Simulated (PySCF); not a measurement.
Species: C7H16AlNO.
Structure used (PBE0-D3(BJ)/def2-SVP), in Å, numbered top down from 1:
```
atom  x, y, z in Å
C1     2.0710   -1.6429   -0.1906
O2     1.6840   -0.3654    0.3106
C3     2.5164    0.7155   -0.0494
C4     2.5237    0.9488   -1.4953
N5     2.5373    1.1065   -2.6406
Al6    0.0600   -0.0927    1.5143
C7    -1.4298    0.1826    0.2146
C8    -1.1886    1.4345   -0.6296
C9    -1.5873   -1.0313   -0.7016
C10   -2.7083    0.3652    1.0377
H11    3.0980   -1.8730    0.1334
H12    1.3747   -2.3709    0.2403
H13    2.0040   -1.6549   -1.2888
H14    2.1282    1.6000    0.4777
H15    3.5493    0.5314    0.2945
H16    0.1299   -1.5042    2.2773
H17    0.6496    1.2207    2.2374
H18   -1.0514    2.3347   -0.0069
H19   -2.0455    1.6352   -1.3032
H20   -0.3014    1.3383   -1.2794
H21   -0.7074   -1.1774   -1.3523
H22   -1.7423   -1.9643   -0.1335
H23   -2.4588   -0.9146   -1.3764
H24   -2.9338   -0.5202    1.6569
H25   -3.5864    0.5305    0.3814
H26   -2.6476    1.2363    1.7130
```

The calculation used PBE0-D3(BJ)/def2-SVP geometry optimisation, gas phase (PySCF 2.14.0).

Question: Which atoms are bound to Al6, and at what distances?

Answer: 4 atoms: H16 1.606 Å, H17 1.611 Å, C7 1.996 Å, O2 2.040 Å. The nearest atom not counted as bound is C10, at 2.85 Å.

Question: List the angles at Al6.

Answer: 
| angle | degrees | distance of the outer atoms (Å) |
| --- | --- | --- |
| H16–Al6–H17 | 119.2 | 2.77 |
| C7–Al6–H16 | 117.6 | 3.09 |
| C7–Al6–H17 | 116.9 | 3.08 |
| O2–Al6–C7 | 103.2 | 3.16 |
| O2–Al6–H16 | 97.4 | 2.75 |
| O2–Al6–H17 | 94.7 | 2.70 |

Question: Describe the arrangement about Al6 in numbers.

Answer: Angles from 94.7° to 119.2°; τ4 = (360° − α − β)/141° = 0.87 with α and β the two widest (0 for a square, 1 for a tetrahedron).

Question: What are the other bond lengths?

Answer: C1–O2 1.426 Å; O2–C3 1.411 Å; C3–C4 1.465 Å; C4≡N5 1.156 Å; C7–C8, C7–C9, C7–C10 1.530 Å. (A selection.)

Question: Give some angles away from the centre.

Answer: C1–O2–C3 115.9°, C1–O2–Al6 122.9°, C3–O2–Al6 121.2°, O2–C3–C4 112.1°, C3–C4–N5 178.6°, Al6–C7–C8 110.8°, Al6–C7–C10 106.8°, C8–C7–C9 109.6°.

Question: What are the rotational constants (commonest isotopes, rigid rotor)?

Answer: A = 1573, B = 701.5, C = 614.0 MHz: an asymmetric top.

Point group: C1 (no symmetry element, even within 0.4 Å). Charge 0, singlet. Not checked by PBE0-D3(BJ)/def2-SVP frequencies.

The run took 8.4 min of wall time on one thread of an Arm Neoverse V1, shared host. That covers the optimisation of the geometry.

One conformer stands for the species.
